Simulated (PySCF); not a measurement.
Spectrum to structure. Method: TDDFT B3LYP/def2-SVPD, vertical, gas phase, core orbitals frozen in the response (PySCF). Geometries: GFN2-xTB, one conformer each.

| state | λ (nm) | f |
| --- | --- | --- |
| S1 | 486.4 | 0.0005 |
| S2 | 241.5 | 0.012 |
| S3 | 237.8 | 0.216 |
| S4 | 222.2 | 0.051 |
| S5 | 208.1 | 0.016 |
| S6 | 207.2 | 0.0026 |
| S7 | 202.9 | 0.019 |
| S8 | 200.2 | 0.0018 |

Triplets computed (Tamm–Dancoff): 2.13, 3.26, 5.08 eV.

Orbital energies (eV): HOMO-3 -9.11, HOMO-2 -8.98, HOMO-1 -7.72, HOMO -6.17, LUMO -2.27, LUMO+1 -0.22, LUMO+2 0.08.

Question: Which candidate is it? All have the formula C4H9ClSSi.
A. `C/C=C(/Cl)SC[SiH3]`
B. `C[C@@H]1CS[Si@H](Cl)C1`
C. `C/C=C(\Cl)SC[SiH3]`
D. `Cl[SiH]1CCSCC1`
E. `CCC(=S)C[SiH2]Cl`

Answer: E. Its S1, at 2.55 eV, is the lowest among the candidates; the nearest of the others has S1 at 4.43 eV. S1 is HOMO→LUMO (100%). S1 has the pattern of n→π* at C=S. At the same level the other candidates give, for their lowest levels:
- `C/C=C(\Cl)SC[SiH3]`: 260 nm (f 0.039); 234 nm (f 0.102); 221 nm (f 0.010); 216 nm (f 0.008); 209 nm (f 0.004); T1 3.76 eV; HOMO -6.21, LUMO -0.56 eV
- `C/C=C(/Cl)SC[SiH3]`: 280 nm (f 0.005); 238 nm (f 0.192); 233 nm (f 0.012); 220 nm (f 0.008); 213 nm (f 0.011); T1 3.62 eV; HOMO -5.94, LUMO -0.49 eV
- `Cl[SiH]1CCSCC1`: 232 nm (f 0.001); 223 nm (f 0.010); 213 nm (f 0.020); 203 nm (f 0.019); 199 nm (f 0.013); T1 4.99 eV; HOMO -6.24, LUMO 0.14 eV
- `C[C@@H]1CS[Si@H](Cl)C1`: 229 nm (f 0.001); 209 nm (f 0.023); 200 nm (f 0.028); 196 nm (f 0.010); 184 nm (f 0.023); T1 5.01 eV; HOMO -6.70, LUMO -0.28 eV

The values belong to the conformer `[CH3:1][CH2:2][C:3](=[S:4])[CH2:5][SiH2:6][Cl:7]`: C1–C2–C3–S4 -10°, C2–C3–C5–Si6 -94°, C3–C5–Si6–Cl7 176°.

Without π bonds the low states are Rydberg-like; a valence basis with one diffuse set may place them up to an eV too high.
